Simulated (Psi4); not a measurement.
Pair of molecules, SMILES N with SMILES O=S=O (the first has 4 atoms); geometry from B3LYP-D3(BJ)/def2-TZVP, rigid monomers moved along the line of their centres of mass till N1···S6 is 4.70 Å.
(charge 0, multiplicity 1):
```tsv
atom	x (Å)	y (Å)	z (Å)
N	0.0165	0.0007	0.6224
H	-0.3050	-0.9267	0.3698
H	-0.7781	0.6302	0.6315
H	0.6780	0.3205	-0.0751
O	0.0104	0.7867	5.6302
S	0.8724	-0.3036	5.2381
O	0.3611	-1.6441	5.4023
```

Level of theory: SAPT0/jun-cc-pV(D+d)Z run with Psi4.

Task: Which attractive term is largest, and how does the interaction split up?

Result: electrostatics -6.2, exchange 0.1, induction -0.3, dispersion -0.5, total -6.9 kJ/mol; the largest attraction is electrostatics.
